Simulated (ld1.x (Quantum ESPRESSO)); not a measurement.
# What one change does to a pseudopotential (In, TM)

| Item | Value |
| --- | --- |
| Element | indium (In) |
| Generator | ld1.x (Quantum ESPRESSO) 7.5 |
| Type | norm-conserving Troullier–Martins (Kleinman–Bylander form) |
| Functional | PBEsol |
| Relativity | scalar-relativistic |
| Frozen core | [Kr] |
| Valence charge | 13 |
| Reference configuration | 4d10 5s2 5p0.5 (charge +0.5) |
| Partial waves | 5p (bound): rc 2.60 bohr; 4d (bound): rc 1.65 bohr; 5s (bound): rc 1.65 bohr |
| Local potential | the s channel |
| Core correction | a·sin(br)/r model core inside 1.50 bohr |

Change: all radii but the core radius scaled by about 1.10 (s 1.82, p 2.86, d 1.82 bohr).

Cutoffs: the cutoffs (Ry, on a coarse ladder) from which the occupation-weighted sum of valence levels, in a spherical-Bessel basis at the reference potential, stays within 10 and 1 mRy of its value at 400 Ry; they do not see the model core or the augmentation charge, which bear on the density cutoff. Errors are all-electron minus pseudo energies relative to the spin-unpolarised reference configuration.

Task: Predict the effect on cutoff, ghosts and configuration errors.

Result: The potential gets softer (80 Ry and 120 Ry → 70 Ry and 110 Ry); of the 7 tests that both files solve, the error grows in 2 and shrinks in 0 by more than 15 % and 0.3 meV (median size 1.6 → 1.8 meV); neither file shows a bound ghost. A larger radius leaves more room for a smooth pseudo-wave, so fewer plane waves are needed.

| quantity | base | changed |
| --- | --- | --- |
| cutoff, loose | 80 Ry | 70 Ry |
| cutoff, tight | 120 Ry | 110 Ry |
| loose cutoff by channel (10 mRy a level) | p 6 Ry, d 60 Ry, s 25 Ry | p 6 Ry, d 55 Ry, s 15 Ry |
| bound ghosts | none | none |
| error for 4d10 5s2 5p1, meV [ΔE -1.94 eV] | +0.4 | +0.5 |
| error for 4d10 5s2 5p0, meV [ΔE 3.42 eV] | -1.2 | -1.2 |
| error for 4d10 5s1 5p0, meV [ΔE 22.70 eV] | -7.2 | -12 |
| error for 4d9 5s2 5p1, meV [ΔE 23.15 eV] | -179 | -209 |
| error for 4d10 5s1 5p1, meV [ΔE 10.07 eV] | -1.6 | -1.8 |
| error for 4d9 5s2 5p2, meV [ΔE 16.32 eV] | -241 | -250 |
| error for 4d10 5s2 5p1.3, meV [ΔE -2.47 eV] | +0.5 | +0.6 |
